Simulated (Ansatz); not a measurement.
Reaction (ligand exchange at a B–C bond): `C#CBCC` + `C=N` → `C#CBN=C` + `CC`

Computed with Ansatz on PBE0-D4/def2-TZVP structures; ΔE is electronic, products minus reactants. CCSD(T)/CBS is the MP2 limit (def2-TZVPP, def2-QZVPP) plus CCSD(T) − MP2 in def2-TZVPP, frozen cores. This one scheme is used for every species. DFT in def2-TZVPP. B3LYP here is the variant with VWN-RPA as its local correlation; programs differ in this. HSE06 is defined as in plane-wave codes. One conformer a species, not always the lowest.

Task: Is it downhill or uphill in electronic energy at CCSD(T)/CBS, and by how much? (An estimate is asked.)

Result: Computed: Downhill: ΔE = -103.2 kJ/mol.

Task: What do these levels give: revPBE-D4, BLYP-D4, r2SCAN0-D4, ωB97X-V, PBE-QIDH, PBE0, B3LYP, HSE06, CCSD/def2-SVP, CCSD(T)/def2-TZVPP, HF/def2-QZVPP, MP2/CBS(def2)? (Estimate.)

Result: Computed: revPBE-D4 -113.7, BLYP-D4 -120.1, r2SCAN0-D4 -110.5, ωB97X-V -102.9, PBE-QIDH -106.7, PBE0 -112.2, B3LYP -117.4, HSE06 -112.6, CCSD/def2-SVP -116.8, CCSD(T)/def2-TZVPP -102.9, HF/def2-QZVPP -96.5, MP2/CBS(def2) -106.7 kJ/mol.

Largest T1 diagnostic among the species: 0.016.

From BLYP to BHLYP (50 % exact exchange), in def2-TZVPP and without D4, ΔE moves by +12.0 kJ/mol. In def2-TZVPP, CCSD(T) changes the Hartree–Fock value by −6.4 kJ/mol (the triples alone add −1.9 kJ/mol) and MP2 by −10.0 kJ/mol. At CCSD(T), def2-SVP lies −16.2 kJ/mol from the extrapolated value and def2-TZVPP +0.2 kJ/mol.
